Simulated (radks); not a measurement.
Nd XII, configuration [Kr] 4d10 4f1 5s2.

Calculated with a radial shooting solver on a logarithmic mesh with Libxc functionals: non-relativistic Kohn-Sham, PBE, spin-polarised, spherical densities, point nucleus; open shells are filled with parallel spins first (spin-orbit coupling, left out, can overturn this in heavy ions); relativity is left out, which matters for an element this heavy.

Energy parts (eV):
part                      energy
total                 -251815.13
kinetic                251744.88
electron-nucleus      -587290.48
Hartree                 89381.49
exchange-correlation    -5651.02

Orbitals (lengths in bohr, moments of r in powers of bohr; r(90%) holds 90 % of the orbital's charge):
orbital,occ.,eigenvalue (eV),<r^2>,r(90%),<r^4>
1s up,1,-41313.83,0.0008558,0.0450,1.849e-06
1s down,1,-41313.84,0.0008558,0.0450,1.849e-06
2s up,1,-6637.871,0.01372,0.166,0.0003176
2s down,1,-6637.861,0.01372,0.166,0.0003176
2p up,3,-6301.216,0.01023,0.149,0.0002038
2p down,3,-6301.213,0.01023,0.149,0.0002038
3s up,1,-1589.310,0.09028,0.411,0.01222
3s down,1,-1588.776,0.09024,0.411,0.01221
3p up,3,-1442.356,0.08507,0.405,0.01134
3p down,3,-1441.867,0.08503,0.405,0.01133
3d up,5,-1168.589,0.06903,0.377,0.008478
3d down,5,-1168.233,0.06898,0.377,0.008465
4s up,1,-460.7639,0.4466,0.901,0.2861
4s down,1,-459.6811,0.4467,0.901,0.2862
4p up,3,-404.4099,0.4708,0.932,0.3252
4p down,3,-403.3322,0.4710,0.932,0.3255
4d up,5,-304.5800,0.5287,1.01,0.4354
4d down,5,-303.5121,0.5291,1.01,0.4364
4f up,1,-183.8268,0.6773,1.19,0.8386
4f down,0,-182.7727,0.6801,1.20,0.8473
5s up,1,-188.3095,1.879,1.82,4.828
5s down,1,-187.7233,1.886,1.82,4.863

The highest occupied level is 4f up at -183.83 eV. Virial ratio -V/T = 2.00028. The spin density at the nucleus is -0.0820 e/bohr^3 (1s 0.0055, 2s -0.0533, 3s -0.8281, 4s 0.2236, 5s 0.5703). Spin moment in Bohr magnetons: 1. The electron density at the nucleus is 1.535e+05 e/bohr^3. The density falls to 0.001 e/bohr^3 at r = 2.42 bohr.
